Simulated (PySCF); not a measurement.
The vertical singlet excitations below were computed for one of the candidates. Method used: TDDFT PBE0/def2-SVPD, vertical, gas phase, core orbitals frozen in the response (PySCF). Geometries: PBE0-D3(BJ)/def2-SVP, one conformer each.

| state | ν̃ (cm⁻¹) | f | main configurations (H = HOMO, L = LUMO) |
| --- | --- | --- | --- |
| S1 | 41310 | 0.0096 | H→L+1 (59%), H-1→L (30%), H→L (8%) |
| S2 | 44750 | 0.277 | H→L (80%) |
| S3 | 46460 | 0.0001 | H→L+2 (90%) |
| S4 | 52040 | 0.0000 | H-2→L (96%) |
| S5 | 52610 | 0.316 | H-1→L (58%), H→L+1 (32%) |
| S6 | 54260 | 0.506 | H-1→L+1 (78%) |

Question: Which candidate is it?
A. `c1cccc2c1cn[nH]2`
B. `c1(cc(ccc1)C#N)O`
C. `c1(ccccc1)N=C=O`

Answer: C. Its S1, at 5.12 eV, is the highest among the candidates; the nearest of the others has S1 at 4.80 eV. S1 is HOMO→LUMO+1 (59%), HOMO-1→LUMO (30%), HOMO→LUMO (8%). Löwdin shares by element: HOMO carbon 43% or more, nitrogen 15% (atoms not listed hold the other 42%); LUMO carbon 58% or more (atoms not listed hold the other 42%). At the same level the other candidates give, for their lowest levels:
- `N#Cc1cccc(O)c1`: 4.73 eV (f 0.063); 5.54 eV (f 0.092); 6.24 eV (f 0.000); 6.31 eV (f 0.562); 6.40 eV (f 0.000); HOMO -7.28, LUMO -1.69 eV
- `c1ccc2[nH]ncc2c1`: 4.80 eV (f 0.066); 5.19 eV (f 0.042); 6.11 eV (f 0.003); 6.27 eV (f 0.000); 6.41 eV (f 0.329); T1 3.40 eV; HOMO -6.56, LUMO -0.97 eV

The values belong to the conformer `[O:1]=[C:2]=[N:3][c:4]1[cH:5][cH:6][cH:7][cH:8][cH:9]1`: C2–N3–C4–C5 179°.
Triplets come from the Tamm–Dancoff approximation.
